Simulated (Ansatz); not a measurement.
Consider the cleavage of the Si–Ge bond: `[SiH3][GeH2][SiH2]Cl` + `S[SiH2]Cl` → `Cl[SiH2]S[SiH2]Cl` + `[SiH3][GeH3]`.

Computed with Ansatz on PBE0-D4/def2-TZVP structures; ΔE is electronic, products minus reactants. CCSD(T)/CBS adds triple-zeta CCSD(T) − MP2 to the extrapolated MP2 energy (def2 sets, frozen cores). Functionals use def2-TZVPP. B3LYP here is the variant with VWN-RPA as its local correlation; programs differ in this. For Ge outer-core shells are correlated without core-valence functions, which leaves a few kJ/mol of doubt a bond. Scalar relativity is left out up to krypton. Each species was taken in one conformer, which may not be the lowest.

**Question.** Is it downhill or uphill in electronic energy at CCSD(T)/CBS, and by how much? (Best estimate.)

**Answer.** The calculation gave: Downhill: ΔE = -11.0 kcal/mol.

**Question.** What do these levels give: PBE-D4, B3LYP-D4, B3LYP, CCSD/def2-TZVPP, MP2/def2-QZVPP, MP2/CBS(def2)? (Estimate.)

**Answer.** Ansatz gave: PBE-D4 -9.8, B3LYP-D4 -10.9, B3LYP -9.3, CCSD/def2-TZVPP -10.2, MP2/def2-QZVPP -12.6, MP2/CBS(def2) -12.8 kcal/mol.

Largest T1 diagnostic among the species: 0.012.

The D4 term adds −1.6 kcal/mol with B3LYP and −0.8 kcal/mol with PBE0; it sums over pairs of atoms, weighted by their polarisabilities, and B3LYP, whose exchange is more repulsive, gets the larger term. From PBE to PBE0 (25 % exact exchange), in def2-TZVPP and without D4, ΔE moves by −0.7 kcal/mol.
